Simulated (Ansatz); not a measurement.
C3H6OSi can be A, `C=C=C(O)[SiH3]`, or B, `C#COC[SiH3]`.

Program: Ansatz. Geometries: PBE0-D4/def2-TZVP. ΔE: electronic, gas phase. CCSD(T)/CBS is the MP2 limit (def2-TZVPP, def2-QZVPP) plus CCSD(T) − MP2 in def2-TZVPP, frozen cores. Functionals use def2-TZVPP. B3LYP here is the variant with VWN-RPA as its local correlation; programs differ in this. Each species was taken in one conformer, which may not be the lowest.

Which isomer does CCSD(T)/CBS put lower? Give the gap. (Best estimate.)

Computed: A, by 101.9 kJ/mol.

Give E(B) − E(A) in kJ/mol with r2SCAN-D4, PBE0-D4, CCSD/def2-TZVPP, B3LYP-D4, MP2/def2-TZVPP, PBE-D4, B2PLYP. (An estimate is asked.)

The calculation gave: r2SCAN-D4 113.5, PBE0-D4 110.4, CCSD/def2-TZVPP 97.9, B3LYP-D4 107.5, MP2/def2-TZVPP 94.1, PBE-D4 114.9, B2PLYP 100.8. None reverses the order clearly.

Largest T1 diagnostic: 0.013.

In def2-TZVPP, CCSD(T) changes the Hartree–Fock value by +10.2 kJ/mol (the triples alone add +2.4 kJ/mol) and MP2 by +4.0 kJ/mol. From PBE to PBE0 (25 % exact exchange), in def2-TZVPP and without D4, E(B) − E(A) moves by −4.4 kJ/mol.
